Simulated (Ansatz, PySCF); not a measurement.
CH7NOSi, SMILES C[Si@H](N)O.

Coordinates come from a B3LYP-D3(BJ)/def2-SVP optimisation. The structure was generated by enumeration; whether it is a known compound was not checked. One conformer was computed; it need not be the lowest.

Vertical ionisation energy (IE) and electron affinity (EA) in eV. Rows of orbital energies are one-electron estimates. Where ΔSCF, EOM or ADC give a negative EA the extra electron is unbound and the value depends on the basis.

```tsv
level	IE	EA
−ε(HOMO), −ε(LUMO), r2SCAN/def2-TZVP (PySCF)	6.32	-0.73
−ε(HOMO), −ε(LUMO), PBE/def2-TZVP (PySCF)	?	?
ΔSCF, CAM-B3LYP/def2-TZVPD (Ansatz), final states of multiplicity 2 and 2	9.95	-1.09
ΔSCF, PBE/def2-TZVPD (Ansatz), final states of multiplicity 2 and 2	9.35	-0.83
```

Fill in the missing entries. (Estimate from the structure and the level; the computed values follow.)


- −ε(HOMO), −ε(LUMO), PBE/def2-TZVP (PySCF), IE: 6.01
- −ε(HOMO), −ε(LUMO), PBE/def2-TZVP (PySCF), EA: 0.00

What vertical singlet–triplet gap does ΔSCF give with CAM-B3LYP/def2-TZVPD (Ansatz, an electronic-structure program) and with PBE/def2-TZVPD (Ansatz)? (Estimate from the structure and the level; the computed values follow.)

6.16 and 5.72 eV (triplet above singlet where positive).
